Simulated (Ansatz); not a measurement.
Gas-phase reaction R1 + R2 → P1 + P2, each structure at its B3LYP-D3(BJ)/def2-TZVP stationary point, reached from a drawn start (curvature not checked).
R1: Cl2CrO2 (SMILES [O]=[Cr](=[O])([Cl])[Cl]), charge 0, multiplicity 1.
P1: ClCrHO2 (SMILES [O]=[CrH](=[O])[Cl]), charge 0, multiplicity 1.
R2: H2 (SMILES [H][H]), charge 0, multiplicity 1.
P2, HCl (SMILES Cl) (charge 0, multiplicity 1):
```xyz
2

Cl     0.00000     0.00000     0.64101
H      0.00000     0.00000    -0.64101
```

P less R. No zero-point or thermal terms; no spin–orbit coupling.

Cores are frozen in the correlated methods.

Run with Ansatz (a first-principles code). No computed number here is a measurement.

Total energies in hartree:

```csv
structure,PBE/def2-TZVPP,r2SCAN/def2-TZVPP,CCSD(T)/def2-QZVPP
R1,-2114.841817,-2115.412146,-2113.436495
P1,-1655.344692,-1655.759265,-1654.218216
R2,-1.166122,-1.171285,-1.173867
P2,-460.627412,-460.785863,-460.364747
```

Work out the reaction energy at each level in eV (1 hartree = 27.21139 eV), and say how far PBE/def2-TZVPP lies from CCSD(T)/def2-QZVPP.


- PBE/def2-TZVPP: (-1655.344692) + (-460.627412) − (-2114.841817) − (-1.166122) = 0.035835 hartree = 0.975 eV
- r2SCAN/def2-TZVPP: (-1655.759265) + (-460.785863) − (-2115.412146) − (-1.171285) = 0.038303 hartree = 1.042 eV
- CCSD(T)/def2-QZVPP: (-1654.218216) + (-460.364747) − (-2113.436495) − (-1.173867) = 0.027399 hartree = 0.746 eV
PBE/def2-TZVPP less CCSD(T)/def2-QZVPP: 0.229 eV. CCSD(T)/def2-QZVPP is the level counted from, the highest shown, and no exact or measured value.
